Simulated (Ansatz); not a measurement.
Consider the formal exchange of groups at a C–C bond: `COCCCl` + `BB` → `BBCOC` + `CCl`.

Calculated with Ansatz (gas phase, PBE0-D4/def2-TZVP geometries, no zero-point term in ΔE). CBS: MP2 limit from def2 TZ/QZ plus the TZ coupled-cluster correction, frozen cores. This one scheme is used for every species. DFT in def2-TZVPP. One conformer a species, not always the lowest.

```json
{"level": "PBE-D4", "ΔE (kJ/mol)": "-34.0"}
{"level": "r2SCAN", "ΔE (kJ/mol)": "-31.9"}
```

What does CCSD(T)/CBS give? (Estimate.)

The calculation gave: -25.6 kJ/mol. The listed levels differ from it by -8.4, -6.3 kJ/mol.

Largest T1 diagnostic among the species: 0.012.

The D4 term adds +3.2 kJ/mol with B3LYP and +1.7 kJ/mol with PBE0; it sums over pairs of atoms, weighted by their polarisabilities, and B3LYP, whose exchange is more repulsive, gets the larger term.

B3LYP here is the variant with VWN-RPA as its local correlation; programs differ in this.
